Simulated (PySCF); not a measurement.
[Gd(H2S)2]3+ relaxed at several levels

Computed with PySCF 2.14.0, def2-SVP on the ligands, density fitting, scalar-relativistic core potentials, no spin-orbit coupling, vacuum. Each row is relaxed at its own level from the same template. Distances are means of the shortest metal–ligand contacts, charges and spins Mulliken's; removal energies are rigid, with the ligand's formal charge and no counterpoise, so too large; for an anion taken off a cation in vacuum most of it is the attraction of opposite charges, and multiply charged cations can part far more cheaply with an electron moved from ligand to metal. lcecp potentials hold a fixed number of 4f electrons in the core, out of states, spins and gaps.

| level | basis on the metal | point group | M–H2S (Å) | charge on M (e) | removal of one H2S (eV) | unstable modes (below −25 cm⁻¹) |
| --- | --- | --- | --- | --- | --- | --- |
| BP86 | lcecp-1-SVP with ECP53 | C2 | 2.833 | 1.86 | 3.65 | 1 (soft) |

Task: What does the calculation give for TPSS, lcecp-1-SVP with ECP53?

Result: point group: C2, M–H2S (Å): 2.841, charge on M (e): 1.93, removal of one H2S (eV): 3.57, unstable modes (below −25 cm⁻¹): not given.
```xyz
7

Gd   -1.3400    0.0000    0.0000
S     0.3624    0.1125    2.2716
H     1.0206    1.3209    2.2850
H    -0.4109    0.3229    3.3915
S     0.3624   -0.1125   -2.2716
H     1.0206   -1.3209   -2.2850
H    -0.4109   -0.3229   -3.3915
```

Members with unstable modes aren't minima as they stand: saddle points kept by symmetry or, where the modes are soft, flat surfaces and noise. Moved off a saddle point of the template and relaxed again: BP86, TPSS. One start shape was tried for each, so a minimum needn't be the lowest isomer.
